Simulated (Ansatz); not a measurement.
Basis-set extrapolation for `CB(F)[NH][AlH2]` (PBE0-D4/def2-TZVP geometry, frozen core, Ansatz). Multiplicity 1, RHF reference.

```
                      def2-TZVPP   def2-QZVPP
                 HF  -462.098969  -462.116986
    MP2 correlation    -0.815725    -0.878535
CCSD(T) correlation    -0.883502      not run
```

Energies in hartree. Use E(X) = E(∞) + A·exp(−7.88·√X) for Hartree–Fock and E(X) = E(∞) + B·X^(−2.97) for correlation, with X = 3 and 4, and add CCSD(T) minus MP2 of the smaller set to the MP2 limit.

Q: What is the CCSD(T) energy at the basis-set limit?

A: HF limit: -462.116986 + (-0.018017) × 0.13774 = -462.11947. MP2 limit: -0.878535 + (-0.062810) × 0.74074 = -0.92506. Higher-order term: -0.883502 − (-0.815725) = -0.06778. Total: -463.11231 hartree, 81.5 kcal/mol below CCSD(T)/def2-TZVPP.
